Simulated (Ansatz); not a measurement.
Calculated with Ansatz (gas phase, PBE0-D4/def2-TZVP geometries, no zero-point term in ΔE). CCSD(T)/CBS is the MP2 limit (def2-TZVPP, def2-QZVPP) plus CCSD(T) − MP2 in def2-TZVPP, frozen cores. This one scheme is used for every species. Elements past krypton have def2 core potentials. For Te outer-core shells are correlated without core-valence functions, which leaves a few kJ/mol of doubt a bond.

Reaction (formal exchange of groups at a Te–Si bond): `Cl[Si](Cl)(Cl)[TeH]` + BH₃ → `B[TeH]` + `Cl[SiH](Cl)Cl`

| species | CCSD(T)/CBS(def2) energy (Eh) |
| --- | --- |
| `Cl[Si](Cl)(Cl)[TeH]` | -1936.91665 |
| BH₃ | -26.55200 |
| `B[TeH]` | -294.31292 |
| `Cl[SiH](Cl)Cl` | -1669.16736 |

Work out ΔE.

ΔE = (-294.31292) + (-1669.16736) − (-1936.91665) − (-26.55200) = -0.01163 Eh = -30.5 kJ/mol.

Largest T1 diagnostic among the species: 0.015.

The D4 term adds +13.3 kJ/mol with B3LYP and +7.3 kJ/mol with PBE0; it sums over pairs of atoms, weighted by their polarisabilities, and B3LYP, whose exchange is more repulsive, gets the larger term. From BLYP to BHLYP (50 % exact exchange), in def2-TZVPP and without D4, ΔE moves by +8.3 kJ/mol. At CCSD(T), def2-SVP lies −15.7 kJ/mol from the extrapolated value and def2-TZVPP −8.9 kJ/mol.

B3LYP here is the variant with VWN-RPA as its local correlation; programs differ in this.
